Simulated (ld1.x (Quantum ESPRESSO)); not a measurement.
## Mn, PAW: configuration errors across variants

| Item | Value |
| --- | --- |
| Element | manganese (Mn) |
| Generator | ld1.x (Quantum ESPRESSO) 7.5 |
| Type | PAW |
| Functional | PBE |
| Relativity | scalar-relativistic |
| Frozen core | [Ar] |
| Valence charge | 7 |
| Reference configuration | 3d5 4s0 4p0 (charge +2) |
| Partial waves | 4s (bound, empty): rcut 1.90, rcutus 2.55 bohr; 4s channel at -0.35 Ry: rcut 1.90, rcutus 2.55 bohr; 4p (bound, empty): rcut 1.80, rcutus 2.45 bohr; 4p channel at 0.4 Ry: rcut 1.80, rcutus 2.45 bohr; 3d (bound): rcut 1.10, rcutus 1.50 bohr; 3d channel at -1.25 Ry: rcut 1.10, rcutus 1.50 bohr |
| Local potential | all-electron potential smoothed inside 1.80 bohr (lloc = -1) |
| Core correction | Bessel-smoothed model core, default radius (core density twice the valence density) |
| Augmentation charge | BESSEL, radius 1.20 bohr |

All-electron excitation energies from the reference (eV): (1) 3d5 4s2 4p0 -24.015; (2) 3d5 4s1 4p0 -15.599; (3) 3d4 4s0 4p0 32.519; (4) 3d5 4s0 4p2 -16.085; (5) 3d5 4s0 4p1 -10.859; (6) 3d5 4s1.5 4p0 -20.654; (7) 3d6 4s0 4p0 -17.202.

Tests that are not counted but printed errors over 1 eV. “waves 4s (bound): rcut 1.52, rcutus 1.62 bohr; 4s channel at -0.35 Ry: rcut 1.52, rcutus 1.62 bohr”: 3d5 4s1.5 4p0 (solver errors, printed error -328 eV); 3d5 4s2 4p0 (solver errors, printed error -13.8 eV); 1 more.

2 further variants failed, have other tests or another functional or relativity, and are left out.

A true bound ghost makes a file unfit for plane-wave use even where its test errors are small: the radial tests pick states by their node count and pass the ghost by. Where a test does run into it, the solver fails or the error is huge.

Errors AE − PS in meV (a dash: test not solved or not reliable):

| change | (1) | (2) | (3) | (4) | (5) | (6) | (7) | bound ghosts |
| --- | --- | --- | --- | --- | --- | --- | --- | --- |
| base | +20 | +6.5 | -338 | +2.2 | +1.2 | +13 | -112 | none |
| local potential all-electron potential smoothed inside 1.40 bohr (lloc = -1) | +2.9 | +3.2 | -337 | +2.6 | +1.5 | +3.6 | -112 | s |
| waves 4s (bound): rcut 1.52, rcutus 1.62 bohr; 4s channel at -0.35 Ry: rcut 1.52, rcutus 1.62 bohr | – | – | -338 | +2.2 | +1.2 | – | -112 | s |
| all radii but the core radius scaled by about 0.88 (s 2.24, p 2.16, d 1.32 bohr, rcut 1.68/1.58/0.96); local potential all-electron potential smoothed inside 1.58 bohr (lloc = -1); augmentation BESSEL, radius 1.06 bohr | +9.9 | +3.7 | -336 | +3.8 | +1.5 | +6.8 | -112 | none |
| waves 3d (bound): rcut 1.02, rcutus 1.08 bohr; 3d channel at -1.25 Ry: rcut 1.02, rcutus 1.08 bohr | +15 | +4.6 | -338 | +1.6 | +0.9 | +9.5 | -112 | none |

(1) Give the same row for: local potential all-electron potential smoothed inside 3.06 bohr (lloc = -1).

Results:

(1) -1.4, -0.4, -389, -0.1, +0.1, -0.9, -124; bound ghosts: none.
